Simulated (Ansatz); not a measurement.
Ideal-gas functions of F$_{2}$Ga$_{2}$H$_{3}$N (`[F][Ga]([F])[NH][GaH2]`) at 800 K and 1 bar, from an Ansatz frequency run at PBE0-D4/def2-TZVP.

Molar mass 194.47 g/mol, point group Cs (symmetry number 1), electronic degeneracy 1, moments of inertia 86.983, 598.773, 685.755 u Å². Harmonic wavenumbers (cm⁻¹, unscaled): 61, 73, 155, 162, 201, 218, 431, 566, 601, 620, 690, 713, 722, 850, 1119, 2006, 2028, 3603.

Use S(trans) = R[1.5 ln M + 2.5 ln T − 1.1517]; rotational temperatures θ = 24.2544 K / I; S(rot) = R[ln(√π/σ · √(T³/θAθBθC)) + 1.5]; for each mode x = 1.438777 ν̃/T, S = R[x/(eˣ − 1) − ln(1 − e⁻ˣ)] and H = RT x/(eˣ − 1); 1 cm⁻¹ = 0.0119627 kJ/mol; R = 8.31446 J/(mol·K).

Problem. By hand: the entropy, in J/(mol·K).

Solution. Translation 195.1. Rotation: θ = 0.2788, 0.0405, 0.0354 K, giving 133.1. Vibration, mode by mode: 26.69, 25.20, 18.96, 18.60, 16.82, 16.15, 10.64, 8.52, 8.06, 7.83, 7.03, 6.79, 6.70, 5.55, 3.77, 1.06, 1.03, 0.10, in all 189.5. Electronic 0.0. Sum 517.7 J/(mol·K).

Problem. By hand: H − E and G − E in kJ/mol, counted from the electronic energy.

Solution. Zero-point energy ½ × 14819 × 0.0119627 = 88.6; thermal vibration 66.7; translation, rotation and pV give 4 RT = 26.6. H − E = 181.9 kJ/mol, and G − E = 181.9 − 800 × 517.7/1000 = -232.3 kJ/mol.

Vibration gives 37 % of the entropy, 51.9 J/(mol·K) of it from the modes under 150 cm⁻¹: soft modes count most, and the harmonic formula is weakest for them. The sum counts one conformer and one mirror image; others add a mixing term.
